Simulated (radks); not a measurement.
Values are calculated unless marked as measured or tabulated.
Species: Dy4+. Configuration: [Kr] 4d10 4f10 5s2 5p4 (not the ground configuration). Level of theory: scalar-relativistic Kohn-Sham, LDA (Slater exchange, Perdew-Zunger correlation), spin-polarised, spherical densities, finite nucleus; open shells are filled with parallel spins first (spin-orbit coupling, left out, can overturn this in heavy ions); Fermi nuclear charge, rms radius 5.2218 fm (a radial shooting solver on a logarithmic mesh with Libxc functionals). Some entries of the table are withheld. Estimate them.

orbital  occ.  eigenvalue (Ry)  <1/r> (bohr^-1)  <r^2> (bohr^2)
1s up       1        -3942.899            74.49       0.0006103
1s down     1        -3942.887            74.49       0.0006103
2s up       1        -659.3654            17.31        0.009533
2s down     1        -659.3535            17.31        0.009532
2p up       3        -585.7604            16.09        0.007711
2p down     3        -585.7469            16.09        0.007711
3s up       1        -149.2166            6.367         0.06301
3s down     1        -149.0907            6.370         0.06296
3p up       3        -126.6107            5.971         0.06325
3p down     3        -126.4848            5.974         0.06318
3d up       5        -97.44227            5.666         0.05290
3d down     5        -97.34228            5.669         0.05282
4s up       1        -32.12397            2.688          0.3179
4s down     1        -31.86105            2.687          0.3179
4p up       3        -24.68109            2.464          0.3601
4p down     3        -24.41990            2.464          0.3600
4d up       5        -14.53658            2.171          0.4333
4d down     5        -14.27537            2.171          0.4332
5s up       1         -6.84402            1.047           1.797
5s down     1         -6.60197            1.040           1.822
5p up       3         -5.00345           0.8986           2.370
5p down     1         -4.78685           0.8871           2.433
4f up       7         -3.51967              (1)          0.8577
4f down     3         -3.25847              (2)          0.8846

Answer. 
(1) 4f up <1/r> (bohr^-1): 1.600
(2) 4f down <1/r> (bohr^-1): 1.591
